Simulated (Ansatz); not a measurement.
## Worked example: SnH2(CH3)Cl + SiH2(SiH3)Cl → SnH2(CH3)(SiH3) + SiH2Cl2

Species: SnH2(CH3)Cl, singlet; SiH2(SiH3)Cl, singlet; SnH2(CH3)(SiH3), singlet; SiH2Cl2 (dichlorosilane (DCS)) `Cl[SiH2]Cl`, singlet. The partners trade Cl for SiH3: Sn–Cl and Si–SiH3 bonds give way to Sn–SiH3 and Si–Cl.

Shapes, held fixed at every level: PBE0-D4/def2-TZVP. Programs: Ansatz 0.2.0. The zero-point and thermal change to 298 K, harmonic and unscaled (PBE0-D4/def2-TZVP), is +0.8 kJ/mol.

At CCSD(T)/def2-TZVPP; 1 Eh = 2625.50 kJ/mol:

| species | energy (Eh) |
| --- | --- |
| SnH2(CH3)Cl | -714.457184 |
| SiH2(SiH3)Cl | -1040.873422 |
| SnH2(CH3)(SiH3) | -545.535044 |
| SiH2Cl2 | -1209.805938 |

Task: Work out ΔH(298 K) of the reaction at this level.

Result: 
1. Products less reactants: (-545.535044) + (-1209.805938) − [(-714.457184) + (-1040.873422)] = -0.010376 Eh = -27.2 kJ/mol.
2. With the thermal change: -27.2 + (+0.8) = -26.4 kJ/mol.

Other levels give -28.7 (SPW92/def2-TZVPP) to -20.7 kJ/mol (BHLYP-D4/def2-TZVPP). No measured value is set beside it here. For atoms past krypton def2 sets carry core potentials with scalar relativity. Correlated rows may include outer-core shells of Sn, which these sets cover unevenly.
